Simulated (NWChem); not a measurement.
Program: NWChem. System: boron oxyfluoride (BFO), charge 0, spin multiplicity 1, at a geometry optimised with PBE0/def2-SVP. Level: CIS/def2-SVPD.

Job file:

```
start mol
memory heap 200 mb stack 900 mb global 1100 mb
geometry units angstroms nocenter noautoz
  F      0.000000     0.000000    -1.196212
  B      0.000000     0.000000     0.086519
  O      0.000000     0.000000     1.291664
  symmetry group C2v
end
basis spherical
  * library def2-svpd
end
dft
  xc hfexch
  semidirect memsize 60000000 filesize 0
  iterations 100
end
tddft
  cis
  nroots 5
  notriplet
  thresh 1e-4
end
task tddft energy
```

NWChem printed:

```
             Northwest Computational Chemistry Package (NWChem) 7.3.0
             --------------------------------------------------------

                                NWChem Input Module
                                -------------------

 Scaling coordinates for geometry "geometry" by  1.889725989
 (inverse scale =  0.529177249)

 Turning off AUTOSYM since
 SYMMETRY directive was detected!

                             Geometry "geometry" -> ""
                             -------------------------

 Output coordinates in angstroms (scale by  1.889725989 to convert to a.u.)

  No.       Tag          Charge          X              Y              Z
 ---- ---------------- ---------- -------------- -------------- --------------
    1 F                    9.0000     0.00000000     0.00000000    -1.19621200
    2 B                    5.0000     0.00000000     0.00000000     0.08651900
    3 O                    8.0000     0.00000000     0.00000000     1.29166400

 Effective nuclear repulsion energy (a.u.)      51.4427896179

            Nuclear Dipole moment (a.u.)
            ----------------------------
        X                 Y               Z
 ---------------- ---------------- ----------------
     0.0000000000     0.0000000000    -0.0000018897

      Symmetry information
      --------------------

 Group name             C2v
 Group number             16
 Group order               4
 No. of unique centers     3

      Symmetry unique atoms

     1    2    3


 Summary of "ao basis" -> "" (spherical)
 ------------------------------------------------------------------------------
       Tag                 Description            Shells   Functions and Types
 ---------------- ------------------------------  ------  ---------------------
 *                         def2-svpd                  on all atoms

  xc_inp: hfexch multiplicative factor not found.

                                 NWChem DFT Module
                                 -----------------

 Summary of "ao basis" -> "ao basis" (spherical)
 ------------------------------------------------------------------------------
[...]
     Occ.   10  b2  ---  Virt.   30  b1       0.09337
     Occ.   11  b1  ---  Virt.   14  b2       0.43039
     Occ.   11  b1  ---  Virt.   18  b2      -0.46529
     Occ.   11  b1  ---  Virt.   22  b2      -0.24787
     Occ.   11  b1  ---  Virt.   25  b2       0.15086
     Occ.   11  b1  ---  Virt.   29  b2      -0.09339
  ----------------------------------------------------------------------------
  Root   4 singlet a2             0.370071794 a.u.               10.0702 eV
  ----------------------------------------------------------------------------
     Transition Moments    X  0.00000   Y -0.00000   Z  0.00000
     Transition Moments   XX -0.00000  XY  0.57995  XZ  0.00000
     Transition Moments   YY -0.00000  YZ -0.00000  ZZ  0.00000
     Dipole Oscillator Strength                    0.0000000000
     Electric Quadrupole                           0.0000000908
     Magnetic Dipole                               0.0000000000
     Total Oscillator Strength                     0.0000000908

          sigma_e =   1.4472 Angstrom
          sigma_h =   0.9744 Angstrom
         |d_h->e| =   0.7730 Angstrom
            d_exc =   1.8970 Angstrom
            d_CD1 =   1.2458 Angstrom
            d_CD2 =  -0.4378 Angstrom
            d_CD3 =   2.6699 Angstrom
     Pearson C.C. =   0.0151

     Occ.   10  b2  ---  Virt.   15  b1      -0.43752
     Occ.   10  b2  ---  Virt.   19  b1       0.46650
     Occ.   10  b2  ---  Virt.   23  b1       0.24160
     Occ.   10  b2  ---  Virt.   26  b1      -0.14316
     Occ.   10  b2  ---  Virt.   30  b1       0.08811
     Occ.   11  b1  ---  Virt.   14  b2      -0.43741
     Occ.   11  b1  ---  Virt.   18  b2       0.46636
     Occ.   11  b1  ---  Virt.   22  b2       0.24153
     Occ.   11  b1  ---  Virt.   25  b2      -0.14314
     Occ.   11  b1  ---  Virt.   29  b2       0.08814
  ----------------------------------------------------------------------------
  Root   5 singlet b1             0.482621754 a.u.               13.1328 eV
  ----------------------------------------------------------------------------
     Transition Moments    X  0.30799   Y  0.00000   Z -0.00000
     Transition Moments   XX  0.00000  XY -0.00000  XZ  0.72838
     Transition Moments   YY -0.00000  YZ  0.00000  ZZ -0.00000
     Dipole Oscillator Strength                    0.0305206371
     Electric Quadrupole                           0.0000003176
     Magnetic Dipole                               0.0000030227
     Total Oscillator Strength                     0.0305239774

          sigma_e =   1.7940 Angstrom
          sigma_h =   0.8458 Angstrom
         |d_h->e| =   0.7064 Angstrom
            d_exc =   2.1312 Angstrom
            d_CD1 =   1.6547 Angstrom
            d_CD2 =  -0.6135 Angstrom
            d_CD3 =   2.8376 Angstrom
     Pearson C.C. =  -0.0359

     Occ.    9  a1  ---  Virt.   15  b1       0.59222
     Occ.    9  a1  ---  Virt.   19  b1      -0.56910
     Occ.    9  a1  ---  Virt.   23  b1      -0.32968
     Occ.    9  a1  ---  Virt.   26  b1       0.20620
     Occ.    9  a1  ---  Virt.   30  b1      -0.10263
     Occ.    9  a1  ---  Virt.   41  b1      -0.06273
     Occ.    9  a1  ---  Virt.   47  b1       0.06092
     Occ.   10  b2  ---  Virt.   20  a2       0.07817
     Occ.   11  b1  ---  Virt.   12  a1      -0.10394
     Occ.   11  b1  ---  Virt.   13  a1      -0.13706
     Occ.   11  b1  ---  Virt.   16  a1       0.29757
     Occ.   11  b1  ---  Virt.   21  a1       0.07818
     Occ.   11  b1  ---  Virt.   24  a1      -0.08552
     Occ.   11  b1  ---  Virt.   28  a1       0.06026

              Target root =      1
          Target symmetry = none
      Ground state energy =   -198.928342457720
        Excitation energy =      0.346322737368
     Excited state energy =   -198.582019720352

  stored tddft:energy   -198.58201972035232

 Task  times  cpu:       20.0s     wall:       20.0s

 Total times  cpu:       20.0s     wall:       20.0s
```
